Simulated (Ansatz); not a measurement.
Cu3O4⁻, 7 atoms. Hardware: 4 threads of Intel Xeon 6975P-C on a shared host.

Correlated methods freeze 31 core orbitals.

Problem. How many basis functions does each of these Ansatz runs have, and roughly what does it cost? MP2/def2-TZVPD, charge -1 singlet, energy, from earlier orbitals; r2SCAN-D4/def2-TZVPD, charge -1 singlet, energy, from earlier orbitals; B97M-V/def2-TZVPD, charge -1 singlet, energy, from earlier orbitals; PBE-D4/def2-TZVPD, charge -1 singlet, energy and forces, from earlier orbitals; B3LYP-D4/def2-SVPD, charge -1 singlet, relaxation, 13 steps; HF/STO-3G, charge -1 singlet, energy; RPA@PBE/def2-TZVPD, charge -1 singlet, energy, from earlier orbitals; CAM-B3LYP-D4/def2-TZVPD, charge -1 singlet, energy, from earlier orbitals; PBE0-D4/def2-TZVPD, charge -1 singlet, energy, from earlier orbitals; B2PLYP/def2-TZVPD, charge -1 singlet, energy, from earlier orbitals.

Solution. Other jobs shared the machine, so times can vary by a factor of up to 3. A dash marks memory too small to be measured apart from the calling script's.

```
                                                                           run  functions  fitting or Cholesky vectors  wall time  peak host memory (GiB)
                                          HF/STO-3G, charge -1 singlet, energy         74                          855      3.4 s                       –
PBE-D4/def2-TZVPD, charge -1 singlet, energy and forces, from earlier orbitals        304                         2143      4.4 s                    0.69
        r2SCAN-D4/def2-TZVPD, charge -1 singlet, energy, from earlier orbitals        304                         2143      6.5 s                    0.75
           B97M-V/def2-TZVPD, charge -1 singlet, energy, from earlier orbitals        304                         2143       11 s                    0.86
     CAM-B3LYP-D4/def2-TZVPD, charge -1 singlet, energy, from earlier orbitals        304                         2350       15 s                     1.6
           B2PLYP/def2-TZVPD, charge -1 singlet, energy, from earlier orbitals        304                         2423       15 s                     1.5
          PBE0-D4/def2-TZVPD, charge -1 singlet, energy, from earlier orbitals        304                         2380       16 s                     1.5
                   B3LYP-D4/def2-SVPD, charge -1 singlet, relaxation, 13 steps        194                         2079       55 s                    0.75
              MP2/def2-TZVPD, charge -1 singlet, energy, from earlier orbitals        304                         2423       62 s                     2.4
          RPA@PBE/def2-TZVPD, charge -1 singlet, energy, from earlier orbitals        304                         2423       68 s                     2.4
```
